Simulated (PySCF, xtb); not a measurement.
dichloro(silyloxy)silane (Cl2H4OSi2), SMILES [SiH3]O[SiH](Cl)Cl.

Geometry: ωB97X-D3(BJ)/def2-SVP. Other conformers were not sampled.

Method: IEF-PCM-M06-2X/def2-SVP in PySCF 2.14.0.

The values are the electrostatic part of the solvation free energy, E(continuum) − E(gas) at the gas-phase geometry, in a cavity of scaled van der Waals radii (PySCF's table); cavitation and dispersion terms are not included. In vacuum the orbital gap is 11.59 eV. The dipole moment in vacuum is 1.14 D.

```
solvent                ε  ΔG(elec) (kcal/mol)  dipole (D)  gap (eV)
-----------------  -----  -------------------  ----------  --------
water              78.36                 -1.4        1.37     11.73
cyclohexanone      15.62                 -1.3        1.36     11.72
dimethylsulfoxide  46.83                 -1.4        1.37     11.73
```

For comparison, GFN2-xTB/ALPB(water) (xtb, at the GFN2-xTB geometry, all terms of that model) gives 0.8 kcal/mol.
